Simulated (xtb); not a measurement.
A run for xtb: GFN1-xTB on C3H7Br (SMILES CC(C)Br).

```
$ xtb mol.xyz --gfn 1 --sp --chrg 0 --uhf 0
11

C      1.27050725    -0.17898443    -0.21516711
C     -0.00001027     0.44784203     0.31877842
C     -1.24398583    -0.37584737     0.06132185
Br    -0.23187959     2.25519468    -0.50313617
H      1.20102361    -0.34408700    -1.29098220
H      1.42345950    -1.14745871     0.27043999
H      2.13977176     0.44591811    -0.01660691
H      0.09807152     0.68065348     1.37655350
H     -1.13767741    -1.34794242     0.55211804
H     -1.38391805    -0.54653230    -1.00673741
H     -2.13536252     0.11124395     0.45341797
```

It printed:

```
[...]
           -------------------------------------------------
          |                Calculation Setup                |
           -------------------------------------------------



           -------------------------------------------------
          |                 G F N 1 - x T B                 |
           -------------------------------------------------

        Reference                      10.1021/acs.jctc.7b00118
      * Hamiltonian:
        H0-scaling (s, p, d)           1.850000    2.250000    2.000000
        zeta-weighting                 0.000000
      * Dispersion:
        s8                             2.400000
        a1                             0.630000
        a2                             5.000000
        s9                             0.000000
      * Repulsion:
        kExp                           1.500000
        rExp                           1.000000
      * Coulomb:
        alpha                          2.000000
        third order                    atomic
        anisotropic                    false
      * Halogen bond correction:
        rad-scale                      1.300000
        damping                        0.440000


          ...................................................
          :                      SETUP                      :
          :.................................................:
          :  # basis functions                  36          :
          :  # atomic orbitals                  35          :
          :  # shells                           23          :
          :  # electrons                        26          :
          :  # halogen bonds                     0          :
          :  max. iterations                   250          :
          :  Hamiltonian                  GFN1-xTB          :
          :  restarted?                      false          :
          :  GBSA solvation                  false          :
          :  PC potential                    false          :
          :  electronic temp.          300.0000000     K    :
          :  accuracy                    1.0000000          :
          :  -> integral cutoff          0.2500000E+02      :
          :  -> integral neglect         0.1000000E-07      :
          :  -> SCF convergence          0.1000000E-05 Eh   :
          :  -> wf. convergence          0.2000000E-04 e    :
          :  Broyden damping             0.4000000          :
          :  net charge                          0          :
          :  unpaired electrons                  0          :
          ...................................................

 iter      E             dE          RMSdq      gap      omega  full diag
   1    -14.1291627 -0.141292E+02  0.733E+00    4.64       0.0  T
   2    -14.1482925 -0.191298E-01  0.436E+00    4.93       1.0  T
   3    -14.1463778  0.191467E-02  0.728E-01    4.74       1.0  T
   4    -14.1499012 -0.352335E-02  0.219E-01    4.95       1.0  T
   5    -14.1503357 -0.434583E-03  0.375E-02    4.90       1.0  T
   6    -14.1503450 -0.929546E-05  0.285E-03    4.89      10.6  T
   7    -14.1503451 -0.646355E-07  0.600E-04    4.89      50.2  T
   8    -14.1503451 -0.426853E-08  0.977E-05    4.89     308.5  T
   9    -14.1503451 -0.374527E-10  0.175E-05    4.89    1719.4  T

   *** convergence criteria satisfied after 9 iterations ***

         #    Occupation            Energy/Eh            Energy/eV
      -------------------------------------------------------------
         1        2.0000           -0.6953032             -18.9202
       ...           ...                  ...                  ...
         7        2.0000           -0.5304586             -14.4345
         8        2.0000           -0.5163778             -14.0514
         9        2.0000           -0.4928508             -13.4112
        10        2.0000           -0.4894060             -13.3174
        11        2.0000           -0.4643267             -12.6350
        12        2.0000           -0.4191513             -11.4057
        13        2.0000           -0.4178211             -11.3695 (HOMO)
        14                         -0.2381057              -6.4792 (LUMO)
        15                         -0.1323721              -3.6020
        16                         -0.1294933              -3.5237
        17                         -0.1012367              -2.7548
        18                         -0.0869991              -2.3674
       ...                                ...                  ...
        35                          0.4613552              12.5541
      -------------------------------------------------------------
                  HL-Gap            0.1797154 Eh            4.8903 eV
             Fermi-level           -0.3279634 Eh           -8.9243 eV

 SCC (total)                   0 d,  0 h,  0 min,  0.006 sec
 SCC setup                      ...        0 min,  0.000 sec (  1.053%)
 Dispersion                     ...        0 min,  0.000 sec (  0.654%)
 classical contributions        ...        0 min,  0.000 sec (  0.303%)
 integral evaluation            ...        0 min,  0.001 sec ( 24.197%)
 iterations                     ...        0 min,  0.002 sec ( 24.865%)
 molecular gradient             ...        0 min,  0.003 sec ( 47.307%)
 printout                       ...        0 min,  0.000 sec (  1.535%)

         :::::::::::::::::::::::::::::::::::::::::::::::::::::
         ::                     SUMMARY                     ::
         :::::::::::::::::::::::::::::::::::::::::::::::::::::
         :: total energy             -14.005341075233 Eh    ::
         :: gradient norm              0.020048956653 Eh/a0 ::
         :: HOMO-LUMO gap              4.890305341014 eV    ::
         ::.................................................::
         :: SCC energy               -14.150345107913 Eh    ::
         :: -> electrostatic           0.003547185597 Eh    ::
         :: repulsion energy           0.148603767049 Eh    ::
         :: dispersion energy         -0.003599734369 Eh    ::
         :: halogen bond corr.         0.000000000000 Eh    ::
         :: add. restraining           0.000000000000 Eh    ::
         :: total charge               0.000000000000 e     ::
         :::::::::::::::::::::::::::::::::::::::::::::::::::::

           -------------------------------------------------
          |                Property Printout                |
           -------------------------------------------------

    * Orbital Energies and Occupations

         #    Occupation            Energy/Eh            Energy/eV
      -------------------------------------------------------------
         1        2.0000           -0.6953032             -18.9202
         2        2.0000           -0.6597668             -17.9532
         3        2.0000           -0.6383201             -17.3696
         4        2.0000           -0.6031525             -16.4126
         5        2.0000           -0.5588155             -15.2061
         6        2.0000           -0.5477731             -14.9057
         7        2.0000           -0.5304586             -14.4345
         8        2.0000           -0.5163778             -14.0514
         9        2.0000           -0.4928508             -13.4112
        10        2.0000           -0.4894060             -13.3174
        11        2.0000           -0.4643267             -12.6350
        12        2.0000           -0.4191513             -11.4057
        13        2.0000           -0.4178211             -11.3695 (HOMO)
        14                         -0.2381057              -6.4792 (LUMO)
        15                         -0.1323721              -3.6020
        16                         -0.1294933              -3.5237
        17                         -0.1012367              -2.7548
Note: The following floating-point exceptions are signalling: IEEE_DENORMAL
normal termination of xtb
        18                         -0.0869991              -2.3674
        19                         -0.0813882              -2.2147
        20                         -0.0741505              -2.0177
        21                         -0.0674212              -1.8346
        22                         -0.0565993              -1.5401
        23                         -0.0477431              -1.2992
        24                         -0.0447463              -1.2176
       ...                                ...                  ...
        35                          0.4613552              12.5541
      -------------------------------------------------------------
                  HL-Gap            0.1797154 Eh            4.8903 eV
             Fermi-level           -0.3279634 Eh           -8.9243 eV

  Mulliken/CM5 charges         n(s)   n(p)   n(d)
     1C    -0.09213 -0.24127   1.013  3.080  0.000
     2C     0.06289 -0.01671   1.084  2.853  0.000
     3C    -0.09213 -0.24127   1.013  3.080  0.000
     4Br   -0.10636 -0.09950   1.961  5.162 -0.017
     5H     0.03340  0.08594   0.967  0.000  0.000
     6H     0.03365  0.08533   0.966  0.000  0.000
     7H     0.03545  0.08766   0.965  0.000  0.000
     8H     0.02274  0.08089   0.977  0.000  0.000
     9H     0.03365  0.08533   0.966  0.000  0.000
    10H     0.03340  0.08594   0.967  0.000  0.000
    11H     0.03545  0.08766   0.965  0.000  0.000

Wiberg/Mayer (AO) data.
largest (>0.10) Wiberg bond orders for each atom

 ---------------------------------------------------------------------------
     #   Z sym  total        # sym  WBO       # sym  WBO       # sym  WBO
 ---------------------------------------------------------------------------
     1   6 C    3.996 --     2 C    1.028     5 H    0.987     7 H    0.986
                             6 H    0.977
     2   6 C    3.967 --     1 C    1.028     3 C    1.028     8 H    0.988
                             4 Br   0.922
     3   6 C    3.996 --     2 C    1.028    10 H    0.987    11 H    0.986
                             9 H    0.977
     4  35 Br   1.000 --     2 C    0.922
     5   1 H    1.009 --     1 C    0.987
     6   1 H    1.005 --     1 C    0.977
     7   1 H    1.010 --     1 C    0.986
     8   1 H    1.017 --     2 C    0.988
     9   1 H    1.005 --     3 C    0.977
    10   1 H    1.009 --     3 C    0.987
    11   1 H    1.010 --     3 C    0.986
 ---------------------------------------------------------------------------

Topologies differ in total number of bonds
Writing topology from bond orders to xtbtopo.mol

 dipole moment from electron density (au)
     X       Y       Z
   0.0938  -0.7487   0.3204  total (Debye):    2.084


           -------------------------------------------------
          | TOTAL ENERGY              -14.005341075233 Eh   |
          | GRADIENT NORM               0.020048956653 Eh/α |
          | HOMO-LUMO GAP               4.890305341014 eV   |
           -------------------------------------------------

------------------------------------------------------------------------
------------------------------------------------------------------------
 total:
 SCF:
```

The run finished.

Cost: around 0.020 core-seconds (rough).
